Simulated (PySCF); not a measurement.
Mg(SeH)(GeH3), SMILES [Mg]([GeH3])[SeH], singlet at its PBE0/def2-SVP optimised geometry (Å):

```
7

Mg    -1.5732    -2.0783    -1.9667
Se    -2.5456    -3.3325    -3.8199
H     -1.1917    -3.7218    -4.2554
Ge    -0.5654    -0.7452     0.0000
H     -0.9826    -1.2967     1.3846
H      0.9825    -0.7452     0.0000
H     -0.9825     0.7452     0.0000
```

Computed with PySCF 2.14.0 with PBE0/def2-TZVP.

Map of the Laplacian of the electron density (e/bohr⁵) on the plane z = 0.8 Å:

```
|1111111111111111111111111111111|
|1111111111111111111111111111111|
|1111111111111111111111111111111|
|1111111111111111111111111111111|
|1111111111111111111111111111111|
|1111111111111111111111111111111|
|1111111111111111111111111111111|
|1111111111111111111111111111111|
|1111111111111111111111111111111|
|1111111111111111111111111111111|
|1111111111111111111111111111111|
|1111111111111111111111111111111|
|1111111111111111111111111111111|
|1111111111111111111111111111111|
|1111111111111111111111111111111|
|1111111111111111111111111111111|
|1111111111223221111111111111111|
|1111111111245532111111111111111|
|1111111112369852111111111111111|
|1111111111369852111111111111111|
|1111111110136642111111111111111|
|1111111110002221111111111111111|
|1111111110001111111111111111111|
|1111111111111111111111111111111|
|1111111111111111111111111111111|
|1111111111111111111111111111111|
|1111111111111111111111111111111|
|1111111111111111111111111111111|
|1111111111111111111111111111111|
|1111111111111111111111111111111|
|1111111111111111111111111111111|
```
Scale: ten equal steps from -0.110 (start of '0') to 0.798 (end of '9'), in the order '0123456789'; x runs from -3.00 to 3.00, y from -3.00 (bottom) to 3.00 (top).
